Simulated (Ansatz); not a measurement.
`N[SiH2][SiH3]` + `O[AsH2]` → `O[AsH][SiH3]` + `N[SiH3]`  (cleavage of the Si–Si bond)

Gas-phase electronic energies from Ansatz, PBE0-D4/def2-TZVP geometries. CBS: MP2 limit from def2 TZ/QZ plus the TZ coupled-cluster correction, frozen cores. This one scheme is used for every species. Functionals use def2-TZVPP. HSE06 is defined as in plane-wave codes. For As outer-core shells are correlated without core-valence functions, which leaves a few kJ/mol of doubt a bond. Scalar relativity is left out up to krypton. Each species was taken in one conformer, which may not be the lowest.

`N[SiH2][SiH3]`:

Z-matrix (Å, degrees):
```
Si
Si 1 2.341
N 1 1.724 2 108.6
H 1 1.497 2 108.1 3 -126.1
H 1 1.488 2 110.7 3 117.7
H 2 1.489 1 110.3 3 173.7
H 2 1.491 1 110.1 3 54.6
H 2 1.488 1 111.4 3 -65.4
H 3 1.008 1 119.6 2 167.4
H 3 1.007 1 119.6 2 -50.6
```

`O[AsH2]`:

```xyz
5

O    -0.588    0.808    0.486
As    0.670   -0.323   -0.135
H    -0.145    1.479    1.010
H    -0.088   -1.603    0.210
H     0.152   -0.361   -1.571
```

`O[AsH][SiH3]`:

Cartesian coordinates in Å:
```
O -1.156 0.679 1.404
As 0.542 0.076 1.197
Si 0.254 -0.552 -1.073
H -1.429 0.479 2.302
H 1.161 1.417 0.791
H 1.605 -0.762 -1.659
H -0.474 0.492 -1.838
H -0.503 -1.829 -1.124
```

`N[SiH3]`:

```xyz
7

N     0.577    0.874   -0.202
Si   -0.329   -0.522    0.232
H     0.095    1.706   -0.503
H     1.447    0.769   -0.698
H    -1.395   -0.100    1.176
H    -0.993   -1.247   -0.893
H     0.598   -1.480    0.889
```

```tsv
level	ΔE (kJ/mol)
HSE06-D4	-21.2
B2PLYP	-27.4
PBE-QIDH	-24.9
LC-ωPBE	-20.6
```

Task: What does CCSD(T)/CBS give? (An estimate is asked.)

Result: Ansatz gave: -26.2 kJ/mol. The listed levels differ from it by 5.0, -1.2, 1.3, 5.6 kJ/mol.

Largest T1 diagnostic among the species: 0.012.

At CCSD(T), def2-SVP lies +4.8 kJ/mol from the extrapolated value and def2-TZVPP +1.6 kJ/mol. Leaving LDA and LC-ωPBE aside and taking each functional with its dispersion term where it has one, the values, not all of them listed here, spread over 9.6 kJ/mol, from ωB97M-V to B97M-V.
